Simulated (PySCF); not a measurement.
Cartesian coordinates in Å; atom numbers follow the order of the lines, from 1:
```xyz
22

C    -1.8669    0.4884    0.9159
C    -1.2141   -0.2626   -0.2384
C    -1.2765   -1.7712    0.0052
C     0.2443    0.1569   -0.4972
Si    0.4217    2.0637   -0.8140
C     1.1801   -0.1438    0.5935
O     1.0128    0.0196    1.7786
C     2.5524   -0.6826    0.1111
F     2.3854   -1.8411   -0.5736
F     3.1311    0.1871   -0.7561
H    -1.9096    1.5563    0.7096
H    -1.3086    0.3325    1.8344
H    -2.8833    0.1284    1.0629
H    -1.7711   -0.0405   -1.1572
H    -0.7777   -2.0255    0.9381
H    -0.7938   -2.3182   -0.8024
H    -2.3110   -2.1006    0.0708
H     0.5839   -0.3456   -1.4064
H    -0.7519    2.4220   -1.6124
H     1.6496    2.2905   -1.5677
H     0.4448    2.7712    0.4624
H     3.2478   -0.8651    0.9420
```

PySCF 2.14.0 with density-fitted response routines calculation with GFN2-xTB geometry and shieldings: GIAO PBE0/pcSseg-1; one conformer, equivalent nuclei averaged, isolated molecule, no relativistic terms.

δ = σ(ref) − σ, references computed at the same level: TMS for $^{13}$C and $^{1}$H and $^{29}$Si; $^{17}$O vs H2O; $^{19}$F vs CFCl3.

```json
{"atoms": "C3", "nucleus": "$^{13}$C", "count": "1", "Hirshfeld charge": "-0.12", "δ (ppm)": "25.5"}
{"atoms": "C2", "nucleus": "$^{13}$C", "count": "1", "Hirshfeld charge": "-0.01", "δ (ppm)": "36.7"}
{"atoms": "H19/H20/H21", "nucleus": "$^{1}$H", "count": "3", "Hirshfeld charge": "-0.07", "δ (ppm)": "4.16"}
{"atoms": "F10", "nucleus": "$^{19}$F", "count": "1", "Hirshfeld charge": "-0.09", "δ (ppm)": "?"}
{"atoms": "Si5", "nucleus": "$^{29}$Si", "count": "1", "Hirshfeld charge": "0.32", "δ (ppm)": "?"}
{"atoms": "H18", "nucleus": "$^{1}$H", "count": "1", "Hirshfeld charge": "0.04", "δ (ppm)": "?"}
{"atoms": "F9", "nucleus": "$^{19}$F", "count": "1", "Hirshfeld charge": "-0.10", "δ (ppm)": "-138.3"}
{"atoms": "O7", "nucleus": "$^{17}$O", "count": "1", "Hirshfeld charge": "-0.20", "δ (ppm)": "655.8"}
{"atoms": "H11/H12/H13", "nucleus": "$^{1}$H", "count": "3", "Hirshfeld charge": "0.04", "δ (ppm)": "1.56"}
{"atoms": "H15/H16/H17", "nucleus": "$^{1}$H", "count": "3", "Hirshfeld charge": "0.04", "δ (ppm)": "1.12"}
{"atoms": "C8", "nucleus": "$^{13}$C", "count": "1", "Hirshfeld charge": "0.14", "δ (ppm)": "119.1"}
{"atoms": "H14", "nucleus": "$^{1}$H", "count": "1", "Hirshfeld charge": "0.04", "δ (ppm)": "?"}
{"atoms": "C1", "nucleus": "$^{13}$C", "count": "1", "Hirshfeld charge": "-0.12", "δ (ppm)": "21.2"}
{"atoms": "C6", "nucleus": "$^{13}$C", "count": "1", "Hirshfeld charge": "0.15", "δ (ppm)": "212.0"}
{"atoms": "H22", "nucleus": "$^{1}$H", "count": "1", "Hirshfeld charge": "0.05", "δ (ppm)": "?"}
{"atoms": "C4", "nucleus": "$^{13}$C", "count": "1", "Hirshfeld charge": "-0.12", "δ (ppm)": "42.6"}
```

**Question.** Complete the table.

**Answer.** 
- H22: 5.70 ppm, hydrogen on an sp3 CH bonded to 2 F, α to a carbonyl; its carbon carries F, hence the downfield position
- H18: 3.31 ppm, hydrogen on an sp3 CH bonded to Si, α to a carbonyl
- H14: 2.00 ppm, hydrogen on an sp3 CH
- Si5: -49.0 ppm, silicon bonded to C, 3 H
- F10: -132.0 ppm, fluorine of a CF2 group

Shifts are as computed. Against solution values, carbons near 30 ppm lie about +3 ppm off and those near 130 ppm about +5 ppm. Of 1211 compounds with measured shifts, 218 miss one by over three times the rms of a fit or turn the order of signals round; such compounds aren't used in these exercises. Unscaled 19F shifts against computed CFCl3 carry errors that often reach 10 to 50 ppm. Unscaled 17O shifts of doubly bonded oxygen tend to come out too high, by tens of ppm or more. Experimental scales use liquid or dissolved standards, which lie at an offset from isolated H2O (liquid H2O: subtract about 36 ppm).
